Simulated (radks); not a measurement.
Results of a calculation; reference values are marked as such.
Excited configurations of F II: one electron is placed in a higher orbital outside [He] 2s2 2p3. The ground configuration is [He] 2s2 2p4. Level of theory: non-relativistic Kohn-Sham, PBE, spin-unpolarised, spherical densities, point nucleus (a radial shooting solver on a logarithmic mesh with Libxc functionals). Excitation = E - E(ground); binding = E(ion) - E, where the ion is the core of charge +2; n* = 2/sqrt(2 binding) in atomic units, and the quantum defect is n - n*.

| outer orbital | excitation (eV) | binding (eV) | n* | <r> (bohr) |
|---|---|---|---|---|
| 3d | 32.090 | 6.305 | 2.938 | 4.939 |
| 4p | 33.365 | 5.029 | 3.290 | 7.892 |
| 5s | 34.890 | 3.504 | 3.941 | 12.02 |
| 5p | 35.340 | 3.055 | 4.221 | 13.36 |
| 5f | 36.098 | 2.297 | 4.868 | 15.32 |
| 6s | 36.104 | 2.291 | 4.874 | 18.51 |
| 6f | 36.764 | 1.631 | 5.777 | 23.09 |
| 7s | 36.779 | 1.616 | 5.804 | 26.42 |
| 7d | 37.111 | 1.283 | 6.512 | 31.97 |
| 7f | 37.179 | 1.216 | 6.691 | 32.28 |

The Delta-SCF ionisation energy is 38.395 eV (NIST Atomic Spectra Database: 34.971 eV, measured). Self-interaction in the functional shifts the binding energies and quantum defects, so they are the method's values and not measured ones. Spin polarisation and multiplet splitting are left out, so open shells lie too high by an amount that depends on their filling.

Beside tabulated values, note that spin-unpolarised runs miss the spin-polarisation part of the exchange energy of open shells.
